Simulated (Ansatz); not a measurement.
Molecule: sum formula SiHCl2 (charge 0, doublet). It need not be the lowest isomer of its formula. 
Structure (B3LYP-D3(BJ)/def2-TZVP (Ansatz, an electronic-structure program) minimum search):
```
Si
H 1 1.4859
Cl 1 2.0620 2 107.71
Cl 1 2.0620 2 107.71 3 118.80
```
Charge 0, spin multiplicity 2.

Basis-set convergence of Hartree-Fock and CCSD(T) correlation energies (hartree) with Ansatz. Cores are frozen in the correlated levels unless marked. UHF or UKS for open shells. Spin-orbit coupling is left out. Non-relativistic.

```csv
basis,functions,E(HF),"E(corr, CCSD(T))"
cc-pV(D+d)Z,74,-1208.59106,-0.39769
cc-pV(T+d)Z,131,___,___
```

Task: What belongs in the gaps?

Result: 
- cc-pV(T+d)Z, E(HF): -1208.63833
- cc-pV(T+d)Z, E(corr, CCSD(T)): -0.53721
